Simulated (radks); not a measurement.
Isoelectronic series with 29 electrons, all held in the configuration [Ar] 3d10 4s1, which need not be the ground one along the series. All-electron calculation, scalar-relativistic Kohn-Sham, PBEsol, spin-polarised, spherical densities, finite nucleus; open shells are filled with parallel spins first (spin-orbit coupling, left out, can overturn this in heavy ions); Fermi nuclear charge, rms radius of each element as measured or else 0.836 A^(1/3) + 0.57 fm. Program: a radial shooting solver on a logarithmic mesh with Libxc functionals. Total energies (hartree) and orbital eigenvalues (Ry) (* marks an orbital that is empty in some or all of the ions):

| ion | E (hartree) | 4s down* | 3d down | 4s up | 3d up |
|---|---|---|---|---|---|
| Cu | -1653.49279 | -0.29181 | -0.36012 | -0.36968 | -0.37209 |
| Zn+ | -1794.24071 | -0.96975 | -1.44209 | -1.06993 | -1.45819 |
| Ge3+ | -2095.17798 | -2.89235 | -4.62504 | -3.02791 | -4.64625 |
| As4+ | -2255.33501 | -4.09626 | -6.64521 | -4.24720 | -6.66847 |
| Se5+ | -2421.95224 | -5.44986 | -8.92642 | -5.61536 | -8.95160 |
| Br6+ | -2595.04032 | -6.94850 | -11.45887 | -7.12795 | -11.48589 |
| Kr7+ | -2774.61386 | -8.58916 | -14.23607 | -8.78213 | -14.26488 |
| Rb8+ | -2960.69107 | -10.36985 | -17.25351 | -10.57598 | -17.28408 |
| Sr9+ | -3153.29241 | -12.28920 | -20.50793 | -12.50821 | -20.54023 |

Estimate the row of Ga2+.

Answer. E (hartree) -1941.47777; 4s down* -1.84573; 3d down -2.88161; 4s up -1.96462; 3d up -2.90052.
